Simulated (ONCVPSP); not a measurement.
**Before and after: ONCV potential for lead (Pb)**

- Element: Pb
- Generator: ONCVPSP 4.0.1
- Type: optimised norm-conserving Vanderbilt (ONCV)
- Functional: Wu-Cohen
- Relativity: scalar-relativistic
- Frozen core: [Xe]
- Valence charge: 28
- Reference configuration: 4f14 5d10 6s2 6p2
- Partial waves: 6s: rc 2.05 bohr, ncon 4, nbas 8, qcut 3.4 1/bohr, 3 projectors, debl 3 Ha; 6p: rc 2.30 bohr, ncon 4, nbas 8, qcut 3.7 1/bohr, 2 projectors, debl 2.2 Ha; 5d: rc 1.50 bohr, ncon 4, nbas 8, qcut 8.2 1/bohr, 1 projector; 4f: rc 0.80 bohr, ncon 3, nbas 8, qcut 18.5 1/bohr, 2 projectors, debl 1.7 Ha
- Local potential: polynomial inside 0.70 bohr (lpopt 5, dvloc0 0 Ha)
- Core correction: none

In the f channel the program set the typed energies aside and used -4.884, 0.250 Ha.

Change: all radii scaled by about 1.03 (s 2.12, p 2.38, d 1.54, f 0.82 bohr); local potential polynomial inside 0.72 bohr (lpopt 5, dvloc0 0 Ha).

Cutoffs: the cutoffs (Ha) at which the residual kinetic energy of the hardest occupied pseudo-wave falls to 1 and 0.1 mHa per electron; they do not see the model core or the augmentation charge, which bear on the density cutoff. Errors are all-electron minus pseudo energies relative to the spin-unpolarised reference configuration.

Task: How do hardness, ghosts and transferability respond?

Result: The potential gets softer (173 Ha and 597 Ha → 166 Ha and 455 Ha); both files keep a bound ghost (p, s); the errors of the 3 common tests hardly move. A larger radius leaves more room for a smooth pseudo-wave, so fewer plane waves are needed.

```csv
quantity,base,changed
"cutoff, loose",173 Ha,166 Ha
"cutoff, tight",597 Ha,455 Ha
loose cutoff by channel,"s 7.9 Ha, p 5.0 Ha, d 25 Ha, f 173 Ha","s 7.5 Ha, p 5.0 Ha, d 25 Ha, f 166 Ha"
bound ghosts,"s, p","s, p"
GHOST(+) flags under 300 eV,"p at 55.0 eV, s at 55.6 eV","p at 64.1 eV, s at 68.3 eV"
tests with a reliable result,3 of 4,3 of 4
"error for 4f14 5d10 6s2 6p1, meV [ΔE 6.59 eV]",-4.7,-4.7
"error for 4f14 5d10 6s2 6p0, meV [ΔE 20.04 eV]",-20,-21
"error for 4f14 5d10 6s1 6p0, meV [ΔE 52.55 eV]",-40,-41
f: phases at 0.81 bohr within 0.05 rad from the reference energy up to (Ha; the scan ends near 5),to the end of the scan,to the end of the scan
```

 A true bound ghost makes a file unfit for plane-wave use even where its test errors are small: the radial tests pick states by their node count and pass the ghost by.
